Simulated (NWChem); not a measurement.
**Extrapolating the CCSD correlation energy of aminoborane (H$_{4}$BN)**

SMILES: BN
```xyz
6

B      0.0000     0.0000     0.7762
N      0.0000     0.0000    -0.6112
H     -1.0575     0.0000     1.3645
H      1.0575     0.0000     1.3645
H      0.8464     0.0000    -1.1658
H     -0.8464     0.0000    -1.1658
```
Charge 0, spin multiplicity 1.

The numbers come from NWChem runs, not from measurements. Structure: optimised with PBE0/def2-SVP, a minimum by its harmonic frequencies. It is one conformer; others weren't searched.

The correlated methods keep 2 core orbitals frozen. Coupled-cluster values serve here as a point of comparison, not as the truth.

Worked example. The CCSD correlation energy is -293.52 mHa in cc-pVDZ and -350.86 mHa in cc-pVTZ. The form E(X) = E∞ + A/X³ turns the pair into an estimate of the basis-set limit.

E∞ = (3³·(-350.86) − 2³·(-293.52))/(3³ − 2³) = -375.0 mHa. The larger basis holds 94 % of that. This is a two-point estimate, and a rough one from so small a pair.
